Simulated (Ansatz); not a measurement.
`F[SiH](Cl)C#C[SiH2]Cl` and `F[SiH](Cl)C#[C][GeH3]` differ in one atom or group.

Ansatz, PBE0-D4/def2-TZVP geometries, multiplicity 1. 

Scalar relativity is left out up to krypton.

```csv
property,`F[SiH](Cl)C#C[SiH2]Cl`
size of the dipole moment (B3LYP/def2-TZVPP) / D,0.83
LUMO energy (B3LYP/def2-TZVPP) / eV,-1.83
LUMO energy (ωB97M-V/def2-TZVPP) / eV,0.33
LUMO energy (PBE/def2-TZVPP) / eV,-2.54
HOMO energy (PBE0/def2-TZVPP) / eV,-8.86
HOMO–LUMO gap (B3LYP/def2-TZVPP) / eV,6.77
```

Give the same properties after the change, and the shifts. (Estimate.)

Computed: 
| property | `F[SiH](Cl)C#[C][GeH3]` | shift |
| --- | --- | --- |
| size of the dipole moment (B3LYP/def2-TZVPP) / D | 2.44 | 1.61 |
| LUMO energy (B3LYP/def2-TZVPP) / eV | -1.27 | 0.56 |
| LUMO energy (ωB97M-V/def2-TZVPP) / eV | 0.90 | 0.57 |
| LUMO energy (PBE/def2-TZVPP) / eV | -1.98 | 0.56 |
| HOMO energy (PBE0/def2-TZVPP) / eV | -8.56 | 0.30 |
| HOMO–LUMO gap (B3LYP/def2-TZVPP) / eV | 7.03 | 0.26 |

With PBE0 the HOMO rises by 0.30 eV and the LUMO rises by 0.56 eV, so the gap widens by about 0.26 eV. PBE moves the HOMO by 0.26 eV and ωB97M-V by 0.29 eV. Dipoles are sizes alone; their direction can turn.

B3LYP here is the variant with VWN-RPA as its local correlation; programs differ in this.
